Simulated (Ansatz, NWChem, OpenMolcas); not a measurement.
**As2 (SMILES [As]#[As]): the HOMO–LUMO gap, rung by rung**

The species is As2 (2 atoms), meant as a singlet with charge 0. As SMILES, `[As]#[As]`. Geometry: relaxed at PBE0-D4/def2-TZVP.

```xyz
2

As    0.0000    0.0000    0.0025
As    0.0000    0.0000    2.0915
```

Quantity: the HOMO–LUMO gap, in eV. The values are calculated.

```json
{"level": "PBE/def2-TZVPPD", "kind": "GGA", "program": "OpenMolcas", "value (eV)": "3.19"}
{"level": "TPSS/def2-TZVPPD", "kind": "meta-GGA", "program": "OpenMolcas", "value (eV)": "3.29"}
{"level": "r2SCAN/def2-TZVPPD", "kind": "meta-GGA", "program": "Ansatz", "value (eV)": "3.48"}
{"level": "B3LYP/def2-TZVPPD", "kind": "global hybrid", "program": "OpenMolcas", "value (eV)": "4.42"}
{"level": "M06-2X/def2-TZVPPD", "kind": "hybrid meta-GGA", "program": "NWChem", "value (eV)": "6.49"}
{"level": "PBE0/def2-TZVPPD", "kind": "global hybrid", "program": "Ansatz", "value (eV)": "4.81"}
{"level": "CAM-B3LYP/def2-TZVPPD", "kind": "range-separated hybrid", "program": "Ansatz", "value (eV)": "6.92"}
{"level": "wB97M-V/def2-TZVPPD", "kind": "range-separated hybrid", "program": "Ansatz", "value (eV)": "8.63"}
```

All-electron rows without a relativistic Hamiltonian named are non-relativistic. The values span 3.19 to 8.63 eV. Orbital gaps aren't excitation energies; they tend to grow with the share of exact exchange.
